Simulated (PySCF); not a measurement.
**Two-component Hartree-Fock for C²⁺ (carbon, charge +2)**

Start: [He] 2s2. Calculated with PySCF 2.14 in x2c-TZVPPall-2c (5s3p2d1f, 31 functions): generalised Hartree-Fock with the X2C-1e Hamiltonian and a Gaussian nucleus; one run each with spin-orbit coupling (SO) switched off, then screened by Boettger's factors.

```tsv
spinor shell	electrons	ε, spin-free (eV)	ε, screened SO (eV)	weight of nominal j (screened SO)	rms radius, screened SO (bohr)
1s1/2	2	-344.40	-344.40	1.000	0.310
2s1/2	2	-46.111	-46.111	1.000	1.49
```

```
   quantity  spin-free  screened SO
E (hartree)  -36.42257    -36.42257
        M_J          0            0
       ⟨J²⟩      0.000        0.000
       ⟨L²⟩      0.000        0.000
       ⟨S²⟩      0.000        0.000
```

Without spin-orbit coupling the j labels of p, d and f shells carry no meaning; the spin-free column gives the mean over the occupied spinors of each nl shell.
